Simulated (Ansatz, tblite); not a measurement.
Spin states of Li₄S, each relaxed with B3LYP-D4/def2-TZVP in Ansatz. Electronic energies in the gas phase.

The xTB rows come from tblite. Correlated methods freeze 5 core orbitals; core or outer-core shells of Li are correlated, in sets that lack core-valence functions. Another isomer (singlet) lies 0.06 eV lower at PBE-D4/def2-TZVP.

Singlet geometry (Cs within 0.1 Å):

```xyz
5

Li   -0.409   -2.842   -1.681
Li    0.983   -0.208   -1.065
Li   -1.076   -0.764    0.435
Li    0.314    2.769    1.742
S     0.188    1.045    0.570
```

Triplet geometry:

```xyz
5

Li   -2.144    0.553   -0.268
Li    1.703    0.403   -1.386
Li   -0.555    1.027    1.907
Li    0.994   -1.983   -0.257
S     0.002    0.001    0.004
```

Quintet geometry (Cs within 0.1 Å):

Cartesian coordinates in Å:
```
Li 0.1242 1.6641 -2.3479
Li 1.7131 1.3855 0.2045
Li -1.1982 -0.5652 -0.7493
Li -1.0644 -2.1103 1.7695
S 0.4252 -0.3741 1.1232
```

⟨S²⟩: triplet 2.00 at PBE0-D4/def2-TZVP (pure 2.00), quintet 6.00 at PBE0-D4/def2-TZVP (pure 6.00).

Run but left out: HF/def2-TZVP, HF/def2-TZVPP, r2SCAN-D4/def2-TZVP, PBE-QIDH/def2-TZVP (singlet: restricted singlet, unstable towards broken spin symmetry).

Only these spin states were relaxed. The triplet has other bonds than the singlet, so the gap mixes isomer and spin. The quintet has other bonds than the singlet, so the gap mixes isomer and spin.

```csv
level,triplet − singlet (kcal/mol),quintet − singlet (kcal/mol),lowest of these,remarks
GFN1-xTB,31.8,111.6,singlet,–
GFN2-xTB,28.0,109.5,singlet,–
LDA (SPW92)/def2-TZVP,1.2,93.5,singlet,–
revPBE-D4/def2-TZVP,0.2,81.4,tie,–
PBE0-D4/def2-TZVP,-0.2,82.2,tie,–
r2SCAN0-D4/def2-TZVP,-1.5,80.1,triplet,–
BHLYP-D4/def2-TZVP,1.5,84.7,singlet,–
RPA@PBE/def2-TZVP,-1.7,79.2,triplet,–
MP2/def2-TZVP,-2.8,81.7,triplet,restricted SCF unstable (singlet)
MP2/def2-TZVPP,-0.1,83.5,tie,restricted SCF unstable (singlet)
CCSD/def2-TZVPP,5.0,83.0,singlet,restricted SCF unstable (singlet)
CCSD(T)/def2-TZVPP,5.3,85.5,singlet,restricted SCF unstable (singlet)
```

The xTB methods have no term that favours high spin, so they put low spin too low.
